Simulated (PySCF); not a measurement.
# [Yb(H2O)3]3+ at several levels of theory

Computed with PySCF 2.14.0 (density fitting, no spin-orbit coupling) at the geometry relaxed with PBE0:

```xyz
10
[Yb(H2O)3]3+ (singlet in the valence; each metal's 4f electrons, 13 of them, lie in its core potential, out of spins and levels)
Yb    0.0000    0.0000    0.0000
O     2.1960    0.0000    0.0000
H     2.8133   -0.7280    0.2612
H     2.8133    0.7280   -0.2612
O    -1.0980    1.9018    0.0000
H    -0.7762    2.8004    0.2612
H    -2.0371    2.0724   -0.2612
O    -1.0980   -1.9017    0.0000
H    -2.0371   -2.0724    0.2612
H    -0.7762   -2.8004   -0.2612
```

```csv
level,basis,state,HOMO (eV),gap (eV),charge on Yb1 (e),population of f-type functions on Yb1 (polarisation alone where 4f lies in the core),dipole about the centre of mass (D),largest force component (eV/Å)
PBE0,"Yb lcecp-1-SVP with ECP59, O def2-SVP, H def2-SVP",singlet,-25.64,8.32,1.93,0.03,0.00,0.00
PBE0,"Yb lcecp-1-TZVP with ECP59, O def2-TZVP, H def2-TZVP",singlet,-25.62,8.38,2.19,0.04,0.00,0.30
```

In the lcecp rows the 4f levels are missing from HOMO and gap, and the state counts the valence alone.

Charges are Mulliken's, which hang on the basis. The relaxation used the grid (50, 194), these runs (75, 302) or, all-electron (x2c bases, spin-free X2C Hamiltonian), (99, 590).

Task: A further run in the first row's basis gives HOMO (eV) -24.60, gap (eV) 7.00, charge on Yb1 (e) 1.90, population of f-type functions on Yb1 (polarisation alone where 4f lies in the core) 0.03, dipole about the centre of mass (D) 0.00, largest force component (eV/Å) 0.23. Which level was it?
A. r2SCAN
B. TPSSh

Result: B. The others give HOMO -24.20 eV (r2SCAN).

In the first row's basis the gap widens with exact exchange: 6.6 eV for r2SCAN (none); 7.0 to 8.3 eV for TPSSh, PBE0 (a fixed share).

A frequency check found unstable modes (1, the lowest at -20 cm⁻¹), so the relaxed geometry is a saddle point, or these are noise. An lcecp potential fixes the number of 4f electrons, so in runs with it no electron can move into or out of that shell.
